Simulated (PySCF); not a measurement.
# Correlation energy of Cl (chlorine, neutral)

[Ne] 3s2 3p5, 2P determinant. Calculation: PySCF 2.14, in cc-pV(T+d)Z (5s4p3d1f, 39 functions); no relativity, point nucleus. Frozen: [Ne]; 7 electrons correlated.

MP2 pair energies summed by pair of shells (mhartree):

```json
{"pair": "3p-3p", "energy": "-97.76", "share (%)": "61.7"}
{"pair": "3s-3p", "energy": "-51.46", "share (%)": "32.5"}
{"pair": "3s-3s", "energy": "-9.32", "share (%)": "5.9"}
```

Total MP2 correlation energy: -158.54 mhartree.

Same-spin part -36.68 and opposite-spin part -121.86 mhartree; SCS-MP2 scales them by 1/3 and 6/5 to -158.46 mhartree.

```json
{"level": "CCSD", "correlation energy (mhartree)": "-182.22"}
{"level": "(T)", "correlation energy (mhartree)": "-5.78"}
{"level": "CCSD(T)", "correlation energy (mhartree)": "-188.00"}
```

Diagnostics: T1 = 0.0073, D1 = 0.0240, largest double amplitude 0.053.

Cost of the coupled-cluster step: 0.64 s of wall time on 1 thread of Neoverse-V1 (shared host), for 7 correlated electrons.

Iterations:

```
CC2 = 0
CCSD nocc = (np.int64(4), np.int64(3)), nmo = (34, 34)
frozen orbitals [[0, 1, 2, 3, 4], [0, 1, 2, 3, 4]]
max_cycle = 100
direct = 0
conv_tol = 1e-08
conv_tol_normt = 1e-06
diis_space = 8
diis_start_cycle = 0
Init t2, MP2 energy = -0.158543373919708
Init E_corr(UCCSD) = -0.158543373922566
cycle = 1  E_corr(UCCSD) = -0.17677617110294  dE = -0.0182327972  norm(t1,t2) = 0.039771
cycle = 2  E_corr(UCCSD) = -0.180594594927591  dE = -0.00381842382  norm(t1,t2) = 0.0127153
cycle = 3  E_corr(UCCSD) = -0.182281582972214  dE = -0.00168698804  norm(t1,t2) = 0.0051794
cycle = 4  E_corr(UCCSD) = -0.182216341331328  dE = 6.52416409e-05  norm(t1,t2) = 0.000684842
cycle = 5  E_corr(UCCSD) = -0.182216990904615  dE = -6.49573287e-07  norm(t1,t2) = 0.000106865
cycle = 6  E_corr(UCCSD) = -0.182217676971373  dE = -6.86066757e-07  norm(t1,t2) = 2.58586e-05
cycle = 7  E_corr(UCCSD) = -0.182217646861768  dE = 3.01096044e-08  norm(t1,t2) = 7.38708e-06
cycle = 8  E_corr(UCCSD) = -0.18221763601597  dE = 1.08457988e-08  norm(t1,t2) = 2.00609e-06
cycle = 9  E_corr(UCCSD) = -0.182217632241384  dE = 3.77458576e-09  norm(t1,t2) = 4.02473e-07
UCCSD converged
E(UCCSD) = -459.6677763786404  E_corr = -0.1822176322413838
UCCSD(T) correction = -0.00578285835113868
```
